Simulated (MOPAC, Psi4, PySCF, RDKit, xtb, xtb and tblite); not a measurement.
Two geometries of SMILES C[Si](C)(C)[SiH2]O (C₃H₁₂OSi₂), relaxed at GFN2-xTB with one dihedral held; other torsions can differ between them too.

Structure A

```
18

C     -1.2296    -0.9139    -1.2806
Si    -0.2874     0.0819     0.0555
C     -0.2895     1.9162    -0.5073
C     -1.3111    -0.0119     1.6669
Si     1.8611    -0.7247     0.4108
O      2.7347    -0.5207    -0.9576
H     -0.6986    -0.8990    -2.2281
H     -1.3410    -1.9543    -0.9879
H     -2.2256    -0.5156    -1.4562
H      0.2420     2.0401    -1.4469
H     -1.2991     2.2919    -0.6526
H      0.1927     2.5561     0.2271
H     -0.8613     0.5785     2.4596
H     -2.3215     0.3575     1.5182
H     -1.3873    -1.0338     2.0263
H      2.5783    -0.0526     1.5079
H      1.9683    -2.1646     0.6620
H      3.3949     0.1578    -1.0471
```

Structure B

```
18

C     -1.2021    -0.9426    -1.2747
Si    -0.2775     0.0681     0.0633
C     -0.2660     1.8976    -0.5043
C     -1.3169    -0.0242     1.6654
Si     1.8591    -0.7356     0.4518
O      2.6150    -0.4192    -0.9615
H     -0.6586    -0.9342    -2.2150
H     -1.3170    -1.9805    -0.9742
H     -2.1960    -0.5461    -1.4657
H      0.3162     2.0172    -1.4135
H     -1.2687     2.2667    -0.7047
H      0.1747     2.5420     0.2515
H     -0.8714     0.5613     2.4640
H     -2.3229     0.3527     1.5070
H     -1.4046    -1.0462     2.0217
H      2.6104    -0.0722     1.5319
H      2.0044    -2.1721     0.7402
H      3.5642    -0.4441    -1.0444
```

### Question
Which is lower in energy at the level PBE0-D3(BJ)/def2-SVP // GFN2-xTB in Psi4, and by how much?

### Answer
B is lower, by 3.82 kJ/mol (dihedral Si2–Si5–O6–H18: 105° in A, 165° in B).

E(B) − E(A) in kJ/mol at the other levels, on the same two geometries: GFN2-xTB (xtb and tblite) -5.21; MMFF94 // GFN2-xTB (RDKit) 2.15; PBE0/def2-SVP // GFN2-xTB (Psi4) -3.75; PBE/def2-SVP // GFN2-xTB (Psi4) -3.31; PBE-D3(BJ)/def2-SVP // GFN2-xTB (Psi4) -3.40; UFF // GFN2-xTB (RDKit) 1.22; PM7, restricted, heats of formation // GFN2-xTB (MOPAC) 1.60; AM1, restricted, heats of formation // GFN2-xTB (MOPAC) 2.85; GFN1-xTB // GFN2-xTB (xtb) -1.44; restricted B3LYP/6-31G*, spherical d, density fitting // GFN2-xTB (PySCF) -2.66; restricted B3LYP/LANL2DZ, with its core potentials past Ne // GFN2-xTB (PySCF) -2.67; restricted B3LYP/6-311+G**, spherical d, density fitting // GFN2-xTB (PySCF) -2.85; restricted Hartree-Fock/STO-3G // GFN2-xTB (PySCF) -3.80.

MMFF94 has few fitted parameters for silicon.
